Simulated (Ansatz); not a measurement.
Input for Ansatz (development build ahead of 0.2.0):

```yaml
crystal:
  periodic: [false, false, false]
  atoms:
    - { symbol: "N", position_ang: [0.0, 0.0, -1.52936] }
    - { symbol: H, position_ang: [1.02053, 0.0, -1.95701] }
    - { symbol: H, position_ang: [-0.51027, 0.88381, -1.95701] }
    - { symbol: H, position_ang: [-0.51027, -0.88381, -1.95701] }
    - { symbol: Cu, position_ang: [0.0, 0.0, 0.5716] }
basis:
  gaussian: { orbitals: cc-pVDZ }
total_charge: 1
hamiltonian:
  xc: hf
correlation:
  method: mp2
  frozen_orbitals: { Cu: 5, H: 0, "N": 1 }
```

The input is written out in the form of the current development build from the run's settings.

Output:

```
Converged                       : yes
Reference energy                : -1694.97401 hartree
Correlation energy              : -0.84246 hartree
Total energy                    : -1695.81646 hartree
Spin squared of the determinant : 0.000
```
